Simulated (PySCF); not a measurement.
Compound: C7H12SSi.
Atom-mapped SMILES: `[CH3:1][CH2:2][CH2:3][SiH2:4][c:5]1[cH:6][cH:7][cH:8][s:9]1`

Geometry (PBE0-D3(BJ)/def2-SVP, Å), atoms numbered from 1 in this order:
```xyz
21
C7H12SSi angstrom
C     -3.5234   -0.2752   -0.3500
C     -2.7073    0.6728    0.5161
C     -1.2436    0.7962    0.0913
Si    -0.2255   -0.7916    0.1694
C      1.5919   -0.3948   -0.0179
C      2.5126   -1.0051   -0.8456
C      3.8203   -0.4555   -0.7504
C      3.8858    0.5741    0.1529
S      2.3614    0.8663    0.8793
H     -3.4991    0.0301   -1.4088
H     -4.5774   -0.3016   -0.0344
H     -3.1407   -1.3078   -0.2998
H     -2.7547    0.3393    1.5676
H     -3.1748    1.6724    0.4999
H     -1.1674    1.1918   -0.9375
H     -0.7229    1.5322    0.7295
H     -0.4893   -1.4746    1.4773
H     -0.5541   -1.7519   -0.9289
H      2.2497   -1.8298   -1.5110
H      4.6777   -0.8045   -1.3276
H      4.7526    1.1753    0.4258
```

NICS = −σ at a ghost point: NICS(0) at the centroid of the ring atoms, NICS(1) 1 Å to either side along the normal of their mean plane, zz for the tensor component along that normal. Level: GIAO B3LYP/pcSseg-1 (PySCF, non-relativistic, gas phase) on the PBE0-D3(BJ)/def2-SVP geometry, one conformer.

Ring bond lengths (Å): C5–C6 1.380, C6–C7 1.422, C7–C8 1.371, C8–S9 1.714, S9–C5 1.728.

**Question.** What do the NICS probes read (ppm)?

**Answer.** 
```tsv
ring	type	NICS(0)	NICS(1), two faces	NICS(1)zz, two faces	rms pucker (Å)	centre to ring atoms, mean (Å)
C5–C6–C7–C8–S9	5-membered ring with S; formal bonds all aromatic	-12.5	-11.8 / -11.6	-28.0 / -27.9	0.00	1.29
```

**Question.** What can be read from them?

**Answer.** 
- C5–C6–C7–C8–S9: mean NICS(1)zz -27.9 ppm, shielded. For a flat ring without four-coordinate atoms the NICS criterion counts such a value as aromatic.

**Question.** And the bond-length index? Use HOMA with the parameters of Krygowski (1993).

**Answer.** 
- C5–C6–C7–C8–S9: HOMA 0.85; the largest term is that of C6–C7, α(R − Ropt)² = 0.29. The geometric and the magnetic index point the same way.

**Question.** Give the inner angles of the rings.

**Answer.** 
- C5–C6–C7–C8–S9: C5 109.7°, C6 113.7°, C7 112.2°, C8 111.4°, S9 93.0°; sum 540.0° against 540° for a flat convex ring.

**Question.** What are the shieldings of the ring atoms and their hydrogens in the same run (means over atoms taken as equivalent)?

**Answer.** 
```tsv
atoms	environment	σ isotropic (ppm)
C5	substituted aromatic carbon	37.2
C6	aromatic CH carbon	36.7
C7	aromatic CH carbon	46.7
C8	aromatic CH next to a ring sulfur	37.6
S9	thiophene-type sulfur	220.8
H19	aromatic hydrogen	24.06
H20	aromatic hydrogen	24.33
H21	aromatic hydrogen	24.01
```

**Question.** How do the values depend on the level or the medium?

**Answer.** 
```csv
level,"NICS(0), C5–C6–C7–C8–S9","mean NICS(1)zz, C5–C6–C7–C8–S9"
"B3LYP/pcSseg-1, gas",-12.5,-27.9
"PBE0/pcSseg-1, gas",-12.7,-28.5
```

The geometry is the same throughout.
